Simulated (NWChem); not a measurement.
CH$_{2}$ClNO$_{2}$Si; SMILES O=C=N[Si@@H](O)Cl

```xyz
8

O      0.4693    -3.3034     0.1876
C      0.1365    -2.1889     0.0200
N     -0.2282    -1.0553    -0.1496
Si    -0.4993     0.6073    -0.4185
O     -1.7934     1.1504     0.4325
Cl     1.2307     1.6056     0.1329
H     -0.7831     0.8671    -1.8328
H     -1.7777     1.0797     1.3979
```
Atoms are numbered in this order, from 1.

Results from NWChem. Structure relaxed at the B3LYP/6-31G* (spherical d) level.

### Question
Among these, which level gives the lowest value of “orbital gap (eV)”?
A. TPSS/cc-pVDZ
B. TPSS/cc-pVTZ
C. TPSS/aug-cc-pVDZ

### Answer
C, TPSS/aug-cc-pVDZ. Values: TPSS/aug-cc-pVDZ 6.51; TPSS/cc-pVTZ 6.78; TPSS/cc-pVDZ 6.80
